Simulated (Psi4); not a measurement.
Pair of molecules, SMILES C#C with SMILES [H][H] (the first has 4 atoms); geometry from B3LYP-D3(BJ)/def2-TZVP, rigid monomers moved along the line of their centres of mass till C2···H5 is 4.39 Å.
(charge 0, multiplicity 1):
```xyz
6

C     -0.9017    -0.1364     0.2343
C      0.2333     0.0209    -0.1113
H     -1.9094    -0.2760     0.5417
H      1.2415     0.1606    -0.4169
H      0.9235     0.1577     4.2243
H      1.1410     0.1949     4.9356
```

Method: SAPT0/jun-cc-pV(D+d)Z (Psi4).

### Question
Give the four SAPT terms and the total, and say what mostly holds the pair together.

### Answer
electrostatics -3.0, exchange 0.7, induction -0.2, dispersion -1.9, total -4.4 meV; the largest attraction is electrostatics.
